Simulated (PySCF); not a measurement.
**Excited states of `C1C=C([P@@H](=S)c2ccsc2)CC1`, C9H11PS2**

Computed, not measured: PySCF 2.14.0, TDA LC-wPBE/def2-SVP excited states, vertical, gas phase. Geometry: GFN2-xTB.

Input:
```
{"job": {"kind": "states", "xc": "LC-wPBE", "basis": "def2-SVP", "tda": true, "soc": true, "nstates": 5, "ntriplets": 5, "nquad": 4}, "charge": 0, "multiplicity": 1}
S      0.800852    -3.133080     1.146252
P      0.671351    -1.210376     1.132091
C     -0.833980    -0.521584     0.415812
C     -1.750675    -1.259674    -0.205052
C     -2.873107    -0.424454    -0.728678
C     -2.653613     0.940514    -0.050867
C     -1.184271     0.942624     0.404668
C      2.030856    -0.347444     0.308904
C      2.357007     1.028005     0.448472
C      3.418684     1.378745    -0.315167
S      4.041957     0.049958    -1.217054
C      2.859266    -0.995247    -0.559333
H      0.694098    -0.570929     2.383103
H     -1.702430    -2.327815    -0.335404
H     -3.847987    -0.853408    -0.496336
H     -2.796186    -0.351146    -1.817267
H     -2.875072     1.771519    -0.717760
H     -3.305689     1.022072     0.819347
H     -1.054047     1.405013     1.384382
H     -0.543306     1.472791    -0.305501
H      1.825086     1.704462     1.094043
H      3.885189     2.340013    -0.404287
H      2.831264    -2.033575    -0.828414
```
Coordinates are in Å.

Command: `OMP_NUM_THREADS=1 python excited_run.py task.json out`

Question: Show the output.

Answer: H and L stand for HOMO and LUMO.
```
coarse grid: 21472 points
cycle   1  E = -1485.8068543745  dE =  2.988e+00  |g| = 5.204e-01  |ddm| = 5.427e+00
cycle   2  E = -1485.8606248291  dE = -5.377e-02  |g| = 4.037e-01  |ddm| = 1.729e+00
cycle   3  E = -1485.9062401480  dE = -4.562e-02  |g| = 9.024e-02  |ddm| = 8.118e-01
cycle   4  E = -1485.9082341623  dE = -1.994e-03  |g| = 4.754e-02  |ddm| = 1.824e-01
cycle   5  E = -1485.9088198164  dE = -5.857e-04  |g| = 6.327e-03  |ddm| = 6.677e-02
cycle   6  E = -1485.9088343583  dE = -1.454e-05  |g| = 2.357e-03  |ddm| = 1.515e-02
cycle   7  E = -1485.9088359973  dE = -1.639e-06  |g| = 7.728e-04  |ddm| = 4.890e-03
final grid: 195384 points
cycle   8  E = -1486.1185951359  dE = -5.276e-05  |g| = 6.513e-03  |ddm| = 4.407e-02
cycle   9  E = -1486.1185995345  dE = -4.399e-06  |g| = 5.194e-03  |ddm| = 1.408e-02
cycle  10  E = -1486.1186064023  dE = -6.868e-06  |g| = 5.682e-04  |ddm| = 6.843e-03
cycle  11  E = -1486.1186064077  dE = -5.419e-09  |g| = 3.238e-04  |ddm| = 1.146e-03
cycle  12  E = -1486.1186065227  dE = -1.150e-07  |g| = 6.957e-05  |ddm| = 5.756e-04
cycle  13  E = -1486.1186065247  dE = -1.968e-09  |g| = 1.823e-05  |ddm| = 1.743e-04
cycle  14  E = -1486.1186065249  dE = -2.137e-10  |g| = 8.461e-06  |ddm| = 6.526e-05
converged SCF energy = -1486.1186065249

Singlet excitations
state   eV       nm        f     d(h-e)  d(exc)  Lambda  PR(NTO)  |dmu|/D   mu/D   main configurations
  1   5.8062   213.5   0.00027   1.730   3.417   0.316   1.086    4.854    1.194   H->L 0.47, H->L+1 0.33
  2   6.0184   206.0   0.01979   1.872   3.518   0.296   1.309    5.487    2.352   H-1->L 0.60, H-1->L+1 0.14, H->L+1 0.12
  3   6.3346   195.7   0.10185   0.483   2.854   0.619   1.753    1.439    3.543   H-4->L 0.36, H-2->L 0.19, H-1->L+1 0.09
  4   6.3731   194.5   0.04250   0.382   2.946   0.573   1.711    1.228    4.131   H-3->L 0.24, H-2->L 0.17, H->L+1 0.10
  5   6.4969   190.8   0.01053   1.145   3.148   0.470   1.651                     H-1->L+1 0.21, H-2->L 0.12, H-1->L+2 0.11

Triplet excitations (Tamm-Dancoff)
state   eV     d(h-e)  d(exc)  Lambda  PR(NTO)   main configurations
  1   3.8050   0.298   2.348   0.728   1.167   H-2->L 0.58, H-3->L 0.16
  2   4.0176   0.132   2.208   0.669   1.026   H-3->L+1 0.26, H-2->L+1 0.22, H-4->L+1 0.15
  3   4.7166   0.075   2.509   0.696   1.239   H-4->L 0.54, H-3->L 0.20
  4   5.5436   1.346   3.106   0.336   1.096   H->L+1 0.23, H->L 0.22, H-1->L 0.12
  5   5.5854   1.211   3.070   0.379   1.324   H-1->L 0.24, H-1->L+1 0.12, H->L 0.11
S1 - T1 = 2.0013 eV

Spin-orbit couplings |<S|Hso|T>| (cm-1)
             T1       T2       T3       T4       T5
S0        1.968    1.025    3.224   87.399   88.982
S1        2.616    7.315    2.510  100.251   79.806
S2       11.219    8.937   13.057   76.655   87.397
S3        1.586    1.008    2.227   30.636   30.130
S4        3.130    3.225    3.824    7.213   21.985
S5        5.311    3.597    7.806   44.651   45.450
T1 sublevels (cm-1): 0.000 0.003 0.003   radiative rates (1/s): 2.84 1.54 0.25
```

It took 2.4 min wall time on 1 thread of an Arm Neoverse V1, shared host, peak memory 1.1 GiB.
